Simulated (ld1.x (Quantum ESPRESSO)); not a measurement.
**iridium, TM: configuration errors across variants**

```
Element                 : Ir (Z = 77)
Generator               : ld1.x (Quantum ESPRESSO) 7.5
Type                    : norm-conserving Troullier–Martins (Kleinman–Bylander form)
Functional              : PBE
Relativity              : scalar-relativistic
Frozen core             : [Xe] 4f14
Valence charge          : 9
Reference configuration : 5d7 6s0 6p0 (charge +2)
Partial waves           : 6s (bound, empty): rc 1.80 bohr; 6p (bound, empty): rc 2.55 bohr; 5d (bound): rc 1.30 bohr
Local potential         : all-electron potential smoothed inside 1.20 bohr (lloc = -1)
Core correction         : a·sin(br)/r model core inside 1.00 bohr
```

All-electron excitation energies from the reference (eV): (1) 5d7 6s2 6p0 -27.348; (2) 5d7 6s1 6p0 -17.469; (3) 5d6 6s0 6p0 30.541; (4) 5d7 6s0 6p1 -10.998; (5) 5d8 6s1 6p0 -27.682; (6) 5d7 6s1.5 6p0 -23.313; (7) 5d6 6s2 6p1 -20.188.

A true bound ghost makes a file unfit for plane-wave use even where its test errors are small: the radial tests pick states by their node count and pass the ghost by.

Errors AE − PS in meV (a dash: test not solved or not reliable):

```tsv
change	(1)	(2)	(3)	(4)	(5)	(6)	(7)	bound ghosts
base	+4.2	+2.1	-81	+0.1	+1.9	+2.9	-103	s, p
core correction a·sin(br)/r model core inside 0.60 bohr	+4.0	+2.0	-80	+0.1	+1.9	+2.8	-102	s, p
core correction a·sin(br)/r model core inside 0.74 bohr	+4.1	+2.1	-80	+0.1	+1.9	+2.9	-102	s, p
core correction a·sin(br)/r model core inside 0.86 bohr	+4.2	+2.1	-80	+0.1	+1.9	+2.9	-102	s, p
core correction a·sin(br)/r model core inside 1.10 bohr	+4.2	+2.1	-81	+0.1	+2.0	+3.0	-103	s, p
core correction a·sin(br)/r model core inside 1.24 bohr	+4.6	+2.2	-81	+0.1	+2.0	+3.2	-103	s, p
core correction a·sin(br)/r model core inside 1.42 bohr	+6.3	+2.7	-81	+0.2	+2.0	+4.3	-99	s, p
core correction a·sin(br)/r model core inside 1.54 bohr	+9.0	+3.5	-80	+0.4	+1.9	+5.9	-92	s, p
```

Give the same row for: core correction none.

+126, +46, -24, +24, +93, +84, +73; bound ghosts: s, p.
